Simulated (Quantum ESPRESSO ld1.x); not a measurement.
Sr, 38 electrons, occupied as [Kr] 5s2. Method: scalar-relativistic Kohn-Sham, LDA (Slater exchange, Perdew-Zunger correlation), spin-polarised, spherical densities, point nucleus; computed with ld1.x of Quantum ESPRESSO 7.5. Some entries of the table are withheld. Estimate them.

| orbital | occ. | eigenvalue (eV) | r(max) (bohr) | <r^2> (bohr^2) |
|---|---|---|---|---|
| 1s | 2 | -15912.9 | (1) | 0.002071 |
| 2s | 2 | -2155.16 | 0.1453 | 0.03516 |
| 2p | 6 | -1916.64 | 0.1161 | 0.02769 |
| 3s | 2 | (2) | 0.4364 | 0.2792 |
| 3p | 6 | (3) | 0.4309 | 0.2911 |
| 3d | 10 | -128.230 | 0.3756 | 0.3033 |
| 4s | 2 | -40.9107 | 1.187 | 2.093 |
| 4p | 6 | -22.8544 | 1.324 | 2.846 |
| 5s | 2 | -3.6456 | 3.615 | 20.82 |
| 4d | 0 | -1.4052 | 2.154 | 15.46 |
| 5p | 0 | -1.3204 | 4.858 | (4) |

Answer. 
(1) 1s r(max) (bohr): 0.02557
(2) 3s eigenvalue (eV): -332.702
(3) 3p eigenvalue (eV): -255.745
(4) 5p <r^2> (bohr^2): 39.27
